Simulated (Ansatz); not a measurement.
C$_{2}$H$_{8}$AlBO$_{3}$ (SMILES CB(C)[O][Al]([OH])[OH]), singlet, geometry from GFN2-xTB (such geometries of metal compounds can be far from the true shape); SC-NEVPT2/STO-3G, CASSCF(4,3) run with Ansatz (a first-principles code).

Here is a job for Ansatz.
Ansatz 0.2 input:
```yaml
crystal:
  periodic: [false, false, false]
  atoms:
    - {symbol: B, position_ang: [-1.61487772, -0.11555649, 0.34967872]}
    - {symbol: C, position_ang: [-2.08013195, -0.58267841, 1.80140884]}
    - {symbol: C, position_ang: [-2.70174262, 0.30366306, -0.73931671]}
    - {symbol: O, position_ang: [-0.32243573, -0.08668907, 0.04385711]}
    - {symbol: Al, position_ang: [1.29578114, 0.07056685, -0.28978670]}
    - {symbol: O, position_ang: [2.17132139, -1.15059269, -0.98696764]}
    - {symbol: O, position_ang: [1.97569338, 1.51974373, 0.11671971]}
    - {symbol: H, position_ang: [-1.27186317, -1.04680715, 2.36179832]}
    - {symbol: H, position_ang: [-2.42025524, 0.27761913, 2.37479516]}
    - {symbol: H, position_ang: [-2.91366756, -1.27953498, 1.76190707]}
    - {symbol: H, position_ang: [-3.28995847, -0.55943628, -1.04529518]}
    - {symbol: H, position_ang: [-3.40440052, 1.03154442, -0.34103794]}
    - {symbol: H, position_ang: [-2.24621368, 0.72641513, -1.63171652]}
    - {symbol: H, position_ang: [2.05575345, -2.03278419, -1.31024218]}
    - {symbol: H, position_ang: [2.81445392, 1.95779365, 0.08719871]}
basis:
  gaussian:
    orbitals: STO-3G
magnetization: {spin_polarized: false}
correlation: {method: sc_nevpt2, electrons: all, active_space: {window: {electrons: 4, orbitals: 3}}}
```

The log (banner, timings and long lists left out):

```
Functional definition: HF
628 factors; integrals over basis functions are off by at most 1.0e-4 eV
mean field evaluation 1: about -15358.7607 eV, gradient 3.5e1 eV
mean field evaluation 2: about -15358.9419 eV, gradient 3.5e1 eV
mean field evaluation 4: about -15362.8988 eV, gradient 2.0e0 eV
mean field evaluation 8: about -15362.9122 eV, gradient 3.7e-5 eV
mean field -15362.91224074 eV, -564.5766114912 hartree, gradient 2.4e-6 eV, S^2 0.000000; 0 other end points of the search recorded, 0 dependent functions left out
reference -15362.91224074 eV, -564.5766114912 hartree; 31, 31 occupied and 16, 16 virtual orbitals, 628 factors
state -15363.34535206 eV, -564.5925280389 hartree
state -15363.34535206 eV, -564.5925280389 hartree; corrected -15370.46769525 eV, -564.8542693232 hartree
state -15363.24809710 eV, -564.5889539848 hartree
state -15363.24809710 eV, -564.5889539848 hartree; corrected -15370.51528780 eV, -564.8560183174 hartree
state -15363.24809710 eV, -564.5889539848 hartree; corrected -15370.51528780 eV, -564.8560183174 hartree
WARN: the results are in doubt because another end's mean lies 0.097 eV lower, and its corrected mean 0.048 eV higher
Total energy: -15370.51528780 eV, -564.8560183174 hartree
In doubt: another end's mean lies 0.097 eV lower, and its corrected mean 0.048 eV higher
```
